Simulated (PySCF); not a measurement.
# Energy of Cu²⁺ (copper, charge +2) between two integer charges

The 3d beta orbital of [Ar] 3d9 is emptied in steps (occupation f), with all orbitals relaxed, ending at [Ar] 3d8. Calculation: PySCF 2.14, in aug-pcseg-2 (7s5p4d3f2g, 81 functions); no relativity, point nucleus. The exact energy is a straight line in f; departures are measured from the line between the end points of the same method.

```csv
f,UHF (eV),LDA (eV),PBE (eV)
1,0.000,0.000,0.000
0.75,0.724,-1.746,-1.685
0.5,0.921,-2.353,-2.268
0.25,0.661,-1.783,-1.714
0,0.000,0.000,0.000
```

Task: For PBE, how does the orbital energy at f = 1 compare with the removal energy?

Result: −ε = 28.720 eV against a total-energy difference of 37.617 eV. By Janak's theorem ε = ∂E/∂f, so the gap between them reflects the curvature. Along the path −ε is 33.058 (f = 0.75), 37.539 (f = 0.5), 42.137 (f = 0.25) eV.

```
method  E(f=0) − E(f=1) (eV)  −ε at f=1 (eV)  −ε at f=0.5 (eV)
   UHF                34.194          38.242            34.026
   LDA                38.351          29.151            38.251
   PBE                37.617          28.720            37.539
```

Reference removal energy between the ground levels: 36.841 ± 0.012 eV (measured; NIST Atomic Spectra Database, ionization energies). The calculation has no spin-orbit coupling. The determinant left behind need not be the lowest term of the ion. UHF lacks correlation.
